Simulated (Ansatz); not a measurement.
Method: B3LYP-D3(BJ)/def2-TZVP (Ansatz, a first-principles code). No frequencies were computed at this level.

Ansatz 0.2 input:
```yaml
crystal:
  periodic: [false, false, false]
  atoms:
    - { symbol: F, position_ang: [-1.078935, -0.633418, -0.06389] }
    - { symbol: C, position_ang: [-0.002109, 0.086054, 0.219725] }
    - { symbol: F, position_ang: [1.11185, -0.573362, -0.066347] }
    - { symbol: H, position_ang: [-0.030805, 1.120727, -0.089488] }
basis:
  gaussian: { orbitals: def2-tzvp }
hamiltonian:
  xc: b3lyp
  dispersion: d3bj
relax:
  max_steps: 150
magnetization:
  spin_polarized: true
  initial_magnetization: 1
```

Output:

```
Functional definition: B3LYP
536 factors; their error is unknown
mean field evaluation 1: about -6486.7858 eV, gradient 1.9e1 eV
mean field evaluation 2: about -6486.5624 eV, gradient 2.3e1 eV
mean field evaluation 4: about -6487.8617 eV, gradient 8.7e-1 eV
mean field evaluation 8: about -6487.8797 eV, gradient 2.4e-2 eV
mean field -6487.87973954 eV, -238.4251827851 hartree, gradient 3.7e-5 eV, S^2 0.752373; 0 other end points of the search recorded, 0 dependent functions left out
reference -6487.87989621 eV, -238.4251885429 hartree; 13, 12 occupied and 86, 87 virtual orbitals, 536 factors
relax step   1: F+E_penalty+E_count = -6487.92815873 eV  Δ(F+E_penalty+E_count) = +0.000e0 eV  max|allowed force component| = 5.210e-1 eV/Å  Δτ_max = 0.0000 Å  (27 SCF iters, accepted)
these checks for a lower state are left out or cut short: starts, cluster_reference, orbital_swaps, neighbouring_geometries, increment
536 factors; their error is unknown
mean field evaluation 16: about -6487.8514 eV, gradient 1.9e0 eV
mean field -6487.88843959 eV, -238.4255025062 hartree, gradient 1.9e-5 eV, S^2 0.752243; 0 other end points of the search recorded, 0 dependent functions left out
reference -6487.88859587 eV, -238.4255082493 hartree; 13, 12 occupied and 86, 87 virtual orbitals, 536 factors
relax step   2: F+E_penalty+E_count = -6487.93688574 eV  Δ(F+E_penalty+E_count) = -8.727e-3 eV  max|allowed force component| = 1.096e-1 eV/Å  Δτ_max = 0.0282 Å  (31 SCF iters, accepted)
these checks for a lower state are left out or cut short: starts, cluster_reference, orbital_swaps, neighbouring_geometries, increment
536 factors; their error is unknown
mean field -6487.88903858 eV, -238.4255245186 hartree, gradient 1.8e-5 eV, S^2 0.752258; 0 other end points of the search recorded, 0 dependent functions left out
reference -6487.88919505 eV, -238.4255302690 hartree; 13, 12 occupied and 86, 87 virtual orbitals, 536 factors
relax step   3: F+E_penalty+E_count = -6487.93747100 eV  Δ(F+E_penalty+E_count) = -5.853e-4 eV  max|allowed force component| = 2.184e-2 eV/Å  Δτ_max = 0.0032 Å  (31 SCF iters, accepted)
these checks for a lower state are left out or cut short: starts, cluster_reference, orbital_swaps, neighbouring_geometries, increment
536 factors; their error is unknown
mean field evaluation 32: about -6487.8890 eV, gradient 2.1e-1 eV
mean field -6487.88907129 eV, -238.4255257208 hartree, gradient 1.8e-5 eV, S^2 0.752259; 0 other end points of the search recorded, 0 dependent functions left out
reference -6487.88922776 eV, -238.4255314710 hartree; 13, 12 occupied and 86, 87 virtual orbitals, 536 factors
relax step   4: F+E_penalty+E_count = -6487.93750185 eV  Δ(F+E_penalty+E_count) = -3.085e-5 eV  max|allowed force component| = 5.931e-3 eV/Å  Δτ_max = 0.0009 Å  (31 SCF iters, accepted)
536 factors; their error is unknown
mean field -6487.88907129 eV, -238.4255257208 hartree, gradient 1.8e-5 eV, S^2 0.752259; 1 other end points of the search recorded, 0 dependent functions left out
reference -6487.88922776 eV, -238.4255314710 hartree; 13, 12 occupied and 86, 87 virtual orbitals, 536 factors
Total energy: -6487.93765832 eV, -238.4273112613 hartree
Atom 0 at    -1.080364    -0.628315    -0.071205 Å, force    -0.002688     0.005255     0.001077 eV/Å
Atom 1 at    -0.001970     0.081950     0.245157 Å, force     0.000085    -0.004707    -0.002255 eV/Å
Atom 2 at     1.112993    -0.568206    -0.073666 Å, force     0.002431     0.005383     0.001059 eV/Å
Atom 3 at    -0.030658     1.114572    -0.100286 Å, force     0.000171    -0.005931     0.000120 eV/Å
Dipole moment:    -0.007771     0.282093    -0.036524 e Å
```

Cost: very roughly 6 core-seconds.
